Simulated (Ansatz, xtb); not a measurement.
ClH2NSiZn: which of two structures lies lower

Structure X is `Cl[Si][NH][ZnH]`, a singlet and structure Y is a singlet given by its coordinates. Both are gas-phase species (loosely bound parts included), relaxed with PBE0-D3(BJ)/def2-SVP; the shapes shown needn't be the lowest conformers.

X (Å):

```xyz
6

Cl   -2.0840   -2.6552    0.7493
N    -0.3134   -0.4349   -0.1033
Si   -0.8579   -1.8887   -0.8139
Zn    0.8242    0.7554   -0.9496
H    -0.6340   -0.2112    0.8416
H     1.7613    1.7401   -1.6410
```

Y (Å):

```json
{"atom": "Cl", "x (Å)": "-0.6525", "y (Å)": "-1.8959", "z (Å)": "-1.9107"}
{"atom": "N", "x (Å)": "0.3181", "y (Å)": "0.4159", "z (Å)": "-0.4379"}
{"atom": "Si", "x (Å)": "-1.2183", "y (Å)": "-0.3429", "z (Å)": "-0.5711"}
{"atom": "Zn", "x (Å)": "-1.4520", "y (Å)": "-2.1440", "z (Å)": "1.6742"}
{"atom": "H", "x (Å)": "1.1742", "y (Å)": "0.0899", "z (Å)": "-0.8774"}
{"atom": "H", "x (Å)": "0.4539", "y (Å)": "1.2517", "z (Å)": "0.1219"}
```

Close contacts (Å): Cl1–Si3 2.13, N2–Si3 1.72, Si3–Zn4 2.89, N2–H5 1.02, N2–H6 1.02.

Estimate which is lower in electronic energy at CCSD(T)/def2-TZVP, and by roughly how much.

Too close to call at this level: CCSD(T)/def2-TZVP gives E(Y) − E(X) = +0.086 eV.

Level by level:

```tsv
level	geometry	E(Y) − E(X) (eV)	departure from the last row (eV)	job, with rough time for the two
PBE0-D3(BJ)/def2-SVP	PBE0-D3(BJ)/def2-SVP	+0.034	−0.053	optimisation, 47 s
HF/def2-TZVP	PBE0-D3(BJ)/def2-SVP	+0.044	−0.042	part of the CCSD(T) run
MP2/def2-TZVP	PBE0-D3(BJ)/def2-SVP	+0.250	+0.163	part of the CCSD(T) run
CCSD(T)/def2-TZVP	PBE0-D3(BJ)/def2-SVP	+0.086		single point, 3 min
```

The largest departure from CCSD(T)/def2-TZVP is that of MP2/def2-TZVP, 0.163 eV. Levels run at GFN2-xTB geometries aren't shown.

With harmonic frequencies from PBE0-D3(BJ)/def2-SVP (ideal gas, rigid rotor, one conformer each, 298.15 K, 1 atm): the zero-point term adds +0.120 eV; ΔH is +0.218 and ΔG +0.168 eV.

The correlated steps freeze 16 core orbitals; the last core shell of Zn is correlated, in a basis made for valence electrons. Mirror images aren't counted in ΔG. Programs: Ansatz 0.2.0; the last row on 2 threads of Arm Neoverse V2 on a shared host.
